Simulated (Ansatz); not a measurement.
Reaction (ligand exchange at a Ge–O bond): `[F][GeH2][O][GeH3]` + `C[SeH]` → `C[Se][GeH2][F]` + `[OH][GeH3]`

Gas-phase electronic energies from Ansatz, PBE0-D4/def2-TZVP geometries. CBS: MP2 limit from def2 TZ/QZ plus the TZ coupled-cluster correction, frozen cores. DFT in def2-TZVPP. For Ge, Se outer-core shells are correlated without core-valence functions, which leaves a few kJ/mol of doubt a bond. Scalar relativity is left out up to krypton. One conformer a species, not always the lowest.

```
         level  ΔE (eV)
       ωB97M-V    -0.10
MP2/def2-TZVPP    -0.07
 MP2/CBS(def2)    -0.13
CCSD/CBS(def2)    -0.08
```

Problem. What does CCSD(T)/CBS give? (Best estimate.)

Solution. The calculation gave: -0.10 eV. The listed levels differ from it by 0.00, 0.03, -0.03, 0.02 eV.

Largest T1 diagnostic among the species: 0.012.

In def2-TZVPP, CCSD(T) changes the Hartree–Fock value by −0.10 eV (the triples alone add −0.02 eV) and MP2 by −0.14 eV. From PBE to PBE0 (25 % exact exchange), in def2-TZVPP and without D4, ΔE moves by +0.03 eV.
